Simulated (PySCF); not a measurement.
**A small calculation by hand: chemical shift, span and skew from a shielding tensor**

CH6AlClO2Si, SMILES [OH][Al]([OH])[CH2][SiH2]Cl. Atoms are numbered in the order given.

```xyz
12

Si     1.2320     0.5693     0.0000
Cl     3.1840    -0.1912     0.0000
C     -0.0381    -0.7970     0.0000
Al    -1.8792    -0.1626     0.0000
O     -2.6285     0.0864     1.5242
O     -2.6285     0.0864    -1.5242
H      1.0910     1.4292    -1.2244
H      1.0910     1.4292     1.2244
H      0.1133    -1.4273     0.9023
H      0.1133    -1.4273    -0.9023
H     -3.5353     0.3940     1.6698
H     -3.5353     0.3940    -1.6698
```

Coordinates come from a PBE-D3(BJ)/def2-SVP optimisation. The structure was generated by enumeration; whether it is a known compound was not checked. The values are those of a single conformer.

GIAO shieldings from B3LYP/pcSseg-1 run with PySCF, non-relativistic, no solvent. The symmetric part of the tensor of Si1 has the principal values 267.4, 365.1, 392.4 ppm. The same nucleus in TMS has σ = 338.7 ppm at this level (PySCF, at its B3LYP-D3(BJ)/def2-TZVP geometry). Without spin–orbit terms, shifts of atoms bonded to Cl or Br come out too high.

Problem. Work out the isotropic shielding, the ²⁹Si shift against TMS, the span and the skew.

Solution. 
σ(iso) = (σ11 + σ22 + σ33)/3 = 341.6 ppm. δ = σ(ref) − σ(iso) = 338.7 − (341.6) = -2.9 ppm.
Span Ω = σ33 − σ11 = 125.0 ppm. Skew κ = 3(σ(iso) − σ22)/Ω = -0.56. Tumbling in solution averages the tensor to δ; in a static solid the shielding alone would spread this spin-1/2 line over Ω.
